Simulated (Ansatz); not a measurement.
Start from `CC(C)(C)C#N` and change one atom or group to get `CC(C)(C)[O][Cu]`.

Ansatz, PBE0-D4/def2-TZVP geometries, multiplicity 1. 

Scalar relativity is left out up to krypton.

```csv
property,`CC(C)(C)C#N`
LUMO energy (B3LYP/def2-TZVPP) / eV,0.36
LUMO energy (ωB97M-V/def2-TZVPP) / eV,2.09
size of the dipole moment (B3LYP/def2-TZVPP) / D,4.11
size of the dipole moment (ωB97M-V/def2-TZVPP) / D,4.10
HOMO–LUMO gap (PBE0/def2-TZVPP) / eV,9.86
HOMO energy (PBE/def2-TZVPP) / eV,-7.84
```

Question: Give the same properties after the change, and the shifts. (An estimate is asked.)

Answer: The calculation gave: 
```tsv
property	`CC(C)(C)[O][Cu]`	shift
LUMO energy (B3LYP/def2-TZVPP) / eV	-2.89	-3.25
LUMO energy (ωB97M-V/def2-TZVPP) / eV	-0.94	-3.03
size of the dipole moment (B3LYP/def2-TZVPP) / D	3.23	-0.88
size of the dipole moment (ωB97M-V/def2-TZVPP) / D	3.94	-0.16
HOMO–LUMO gap (PBE0/def2-TZVPP) / eV	3.76	-6.10
HOMO energy (PBE/def2-TZVPP) / eV	-4.89	2.95
```

With PBE0 the HOMO rises by 2.92 eV and the LUMO falls by 3.19 eV, so the gap narrows by about 6.11 eV. PBE moves the HOMO by 2.95 eV and ωB97M-V by 2.89 eV. Dipoles are sizes alone; their direction can turn.

B3LYP here is the variant with VWN-RPA as its local correlation; programs differ in this.
